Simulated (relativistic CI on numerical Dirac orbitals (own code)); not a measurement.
Electric-dipole lines of S2+

These numbers are calculated, not measured: Dirac-Coulomb-Breit CI, separate exchange-only KLI orbitals for each configuration, model QED (radiative potential, 1s self-energy scaled to tabulated hydrogen-like ionisation energies), valence Slater integrals scaled by 0.85, configuration energies shifted to the measured levels that pair with them (semi-empirical) (own radial code, finite nucleus).

CI space (outside the closed core [Ne]): 3s²3p², 3s3p³, 3s²3p3d, 3s²3p4s, 3s²3p4p, 3s²3p4d, 3s²3p5s, 3p⁴, 3s²3d², 3s3p²3d, 3p²3d², 3s²3d4s, 3s²4s², 3s²3p4f, 3s²3d4p, 3s²3p5p, 3s²4s4p, 3s²3p5d, 3s3p²4s, 3p³3d, 3s²3p5f, 3s²3p5g, 3p³4s, 3s²4p², 3s3p3d², 3s3p²4p, 3p³4p, 3s3p3d4s, 3s3p4s², 3s3p3d4p. Levels of other configurations are missing.

| λ vac (Å) | Lower | Upper | A (s⁻¹) | gf | Branching (%) |
| --- | --- | --- | --- | --- | --- |
| 680.32 | 3s²3p² ³P0 [1] | 3s²3p3d ³D°1 [24] | 7.14e+09 | 1.49e+00 | 53.6 |
| 680.41 | 3s²3p² ³P1 [2] | 3s²3p4s ³P°2 [27] | 2.55e+09 | 8.85e-01 | 99.4 |
| 681.40 | 3s²3p² ³P1 [2] | 3s²3p3d ³D°2 [25] | 7.14e+09 | 2.48e+00 | 58.7 |
| 681.67 | 3s²3p² ³P1 [2] | 3s²3p3d ³D°1 [24] | 5.75e+09 | 1.20e+00 | 43.1 |
| 683.24 | 3s²3p² ³P2 [3] | 3s²3p3d ³D°3 [26] | 1.39e+10 | 6.82e+00 | 100.0 |
| 683.83 | 3s²3p² ³P2 [3] | 3s²3p3d ³D°2 [25] | 5.02e+09 | 1.76e+00 | 41.2 |
| 689.24 | 3s²3p² ¹D2 [4] | 3s²3p3d ¹F°3 [30] | 1.31e+10 | 6.51e+00 | 100.0 |
| 698.12 | 3s²3p² ³P0 [1] | 3s²3p3d ³P°1 [20] | 4.50e+09 | 9.86e-01 | 39.0 |
| 699.09 | 3s²3p² ³P1 [2] | 3s²3p3d ³P°0 [21] | 1.17e+10 | 8.59e-01 | 100.0 |
| 700.48 | 3s²3p² ³P1 [2] | 3s²3p3d ³P°2 [19] | 3.74e+09 | 1.38e+00 | 33.5 |
| 702.11 | 3s²3p² ³P2 [3] | 3s²3p3d ³P°1 [20] | 4.80e+09 | 1.06e+00 | 41.6 |
| 703.06 | 3s²3p² ³P2 [3] | 3s²3p3d ³P°2 [19] | 7.42e+09 | 2.75e+00 | 66.5 |
| 716.05 | 3s²3p² ¹D2 [4] | 3s3p³ ¹D°2 [29] | 1.30e+10 | 5.01e+00 | 99.9 |
| 727.61 | 3s²3p² ¹D2 [4] | 3s²3p4s ¹P°1 [28] | 4.50e+09 | 1.07e+00 | 96.9 |
| 729.16 | 3s²3p² ¹S0 [5] | 3s²3p3d ¹P°1 [31] | 1.17e+10 | 2.79e+00 | 99.6 |
| 735.63 | 3s²3p² ³P1 [2] | 3s3p³ ³S°1 [17] | 4.18e+09 | 1.02e+00 | 32.9 |
| 738.46 | 3s²3p² ³P2 [3] | 3s3p³ ³S°1 [17] | 6.76e+09 | 1.66e+00 | 53.2 |
| 794.02 | 3s²3p² ¹D2 [4] | 3s3p³ ¹P°1 [18] | 5.20e+09 | 1.47e+00 | 84.5 |
| 2872.5 | 3s²3p4p ³D2 [34] | 3s²3p4d ³F°3 [60] | 5.42e+08 | 4.69e+00 | 86.4 |
| 2878.8 | 3s²3p4p ³D3 [35] | 3s²3p4d ³F°4 [62] | 5.80e+08 | 6.48e+00 | 100.0 |

Terms are leading LS components. Brackets give the number of a level in order of energy, since labels repeat. The list gives strong lines, with weight on those to low levels, without configurations that were not tied to measured data, without lines whose two gauges differ by over a factor of 2.5, among the lowest 214 of 726 levels, so that lines to higher ones, which can be the strongest, are missing, and without lines across small gaps between configurations, and without 9 lines that miss the measured interval by over 3.5 %, start from a term whose rates miss tabulated ones by over 60 %, have gauges far apart or, lacking measured levels, span too small a gap for the errors found; lines with a level outside our table were not tested and can miss by more. Levels whose partners in the same complex of configurations lie outside the list can be far off, and so can their lines. Rates are taken at the computed energies, electric ones in the length gauge.

Configurations whose levels could be paired with our table of measured levels were shifted onto them, all but the ground configuration, by the median error of their levels; single terms can still be off by 1,000 to 2,000 cm⁻¹ or more, and rates follow the energies as ν³ (E1, M1) or ν⁵ (E2). The others borrow a shift and can be off by several thousand cm⁻¹ or more. The fine structure of a lone outer electron comes out too small, for d and f at times inverted, and misplaced configurations move strength between like terms. 56 of the 56 excited levels that our extract of the measured tables holds in this range could be paired (the sources list more); they are missed by 394 cm⁻¹ on average and 1836 at most, after the shifts were fitted to these levels, and levels without a partner can miss by more.

LS names give the leading component of a level, which can be under half, so a name can repeat, a term be missing and a line seem to break the LS rules.
